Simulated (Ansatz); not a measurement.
Stepwise reaction of `O[Si](O)(Cl)Cl` with hydrogen fluoride, as a gas-phase model of exchange steps in deposition or etching. ΔE in kJ/mol; ΔG adds harmonic PBE0-D4 terms to CCSD(T)/CBS, at 1 bar.

Isolated molecules relaxed with PBE0-D4/def2-TZVP in Ansatz; ΔE leaves out vibrations. CBS: MP2 limit from def2 TZ/QZ plus the TZ coupled-cluster correction, frozen cores. This one scheme is used for every species. DFT in def2-TZVPP. B3LYP here is the variant with VWN-RPA as its local correlation; programs differ in this. One conformer a species, not always the lowest.

```
step                                         reaction  PBE-D4  B3LYP-D4  ωB97M-V  CCSD(T)/CBS  ΔG(500 K)
   1  `O[Si](O)(Cl)Cl` + H–F → `O[Si](F)(Cl)Cl` + H₂O   -33.1     -34.9    -35.2        -34.6      -35.8
```

(1) Give the row of step 2, `O[Si](F)(Cl)Cl` + H–F → `F[Si](F)(Cl)Cl` + H₂O. (Best estimate.)

(2) By hand: ΔE of the 2 steps together at CCSD(T)/CBS.

## Answers

(1) Ansatz gave: 
```tsv
step	reaction	PBE-D4	B3LYP-D4	ωB97M-V	CCSD(T)/CBS	ΔG(500 K)
2	`O[Si](F)(Cl)Cl` + H–F → `F[Si](F)(Cl)Cl` + H₂O	-31.6	-33.0	-33.2	-33.1	-29.5
```

(2) (-34.6) + (-33.1) = -67.7 kJ/mol, or -33.9 kJ/mol a step.

In ΔE the steps differ by no more than 1.5 kJ/mol. All are downhill at CCSD(T)/CBS. ΔG lies between -35.8 and -29.5 kJ/mol a step. PBE-D4 differs from CCSD(T)/CBS by 1.5 to 1.5 kJ/mol a step. Isolated molecules leave out the surface, adducts and barriers. Largest T1 diagnostic: 0.010.
